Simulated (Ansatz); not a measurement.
Born–Oppenheimer molecular dynamics of BFH$_{5}$NOS (10 atoms, charge 0, multiplicity 1). It starts at the highest image of a converged band, a first-order saddle point between two minima.

These are results of Ansatz, RKS PBE/6-31G*, not measurements.

```json
{
  "ensemble": "NVE (velocity Verlet)",
  "time step": "0.5 fs",
  "steps asked": "200",
  "starting velocities drawn for": "100 K",
  "seed": "11994"
}
```

First frame:

```xyz
10
Properties=species:S:1:pos:R:3
B -0.014 -0.054 0.179
N -0.050 0.046 1.734
H -0.819 -0.440 2.211
H 0.844 -0.211 2.172
F 1.213 -0.260 -0.322
O -1.103 -0.489 -0.532
H -1.952 -0.194 -0.158
S -0.201 2.528 0.425
H -1.561 2.599 0.397
H -0.166 1.302 1.634
```

Question: How far do the bonds stretch over the last three quarters of this one trajectory? (Pairs bonded in most of those frames.)

Answer: 
```csv
bond,mean (Å),spread (Å),shortest,longest
B1–N2,1.438,0.019,1.41,1.49
B1–F5,1.353,0.009,1.33,1.37
B1–O6,1.379,0.017,1.35,1.41
N2–H3,1.019,0.014,0.99,1.04
N2–H4,1.020,0.020,0.99,1.06
O6–H7,0.975,0.002,0.97,0.98
S8–H9,1.361,0.009,1.35,1.38
S8–H10,1.369,0.053,1.29,1.44
```

Mean temperature of the second half: 723 K. The conserved energy stayed within 0.097 meV per atom of its start (net change 0.091 meV per atom), so the integration is sound. The kinetic energy rose, since the run started high on the potential surface and went downhill. It ends in pieces (BFH3NO + H2S), so much of that is their flight and rotation, not heat. A run of 0.1 ps of so small a system gives no equilibrium averages. The orbitals stay closed-shell, which can raise the energy where a bond breaks towards radicals; this wasn't checked here.

The run took 4.6 min on 2 threads of Arm Neoverse V2, on a shared host, peak memory 0.12 GiB.
